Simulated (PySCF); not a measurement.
Computed, not measured: delta-SCF UKS SCAN, pcX-2 on the ionised atom, pcseg-1 elsewhere, spin-free X2C (PySCF). Geometries: PBE0-D3(BJ)/def2-SVP; isolated species, one conformer each. Values against the vacuum level. Spin–orbit and ligand-field terms were added within each 2p shell after the spin-free SCF.

(1) Order these sites by rising C 1s binding energy.
A. C7 in `[CH3:1][CH2:2][N:3]([CH2:4][CH3:5])[C:6]([CH3:7])([CH3:8])[CH3:9]`
B. Carbon in `N[SiH2]C(N)=O`
C. Carbon in `FB(F)C=S`

(2) Order these sites by rising Si 1s binding energy.
A. Si2 in `[F:1][Si@@H:2]([SiH3:3])[GeH3:4]`
B. Silicon in `F[SiH2]C#[C][GeH3]`
C. Silicon in `[SiH2](C(=O)N)N`

(3) Rank by computed Si 2p3/2 binding energy, lowest first.
A. Silicon in `N[SiH2]C(N)=O`
B. Silicon in `F[SiH2]C#[C][GeH3]`
C. Si3 in `[F:1][Si@@H:2]([SiH3:3])[GeH3:4]`

## Answers

(1) A (290.16 eV), C (292.37 eV), B (293.06 eV).

From the lowest up, the atoms are bonded to: C and 3 H (290.16); S (double bond), H and B (292.37); O (double bond), N and Si (293.06).

(2) C (1846.92 eV), A (1847.31 eV), B (1848.23 eV).

The highest is bonded to F, C and 2 H, the lowest to N, C and 2 H; the range is 1.31 eV.

(3) C (106.73 eV), A (107.11 eV), B (108.24 eV).

From the lowest up, the atoms are bonded to: 3 H and Si (106.73); N, C and 2 H (107.11); F, C and 2 H (108.24).

1 of these hole states is spin-contaminated (⟨S²⟩ 0.95, against 0.75; counted from 0.85) and less certain.
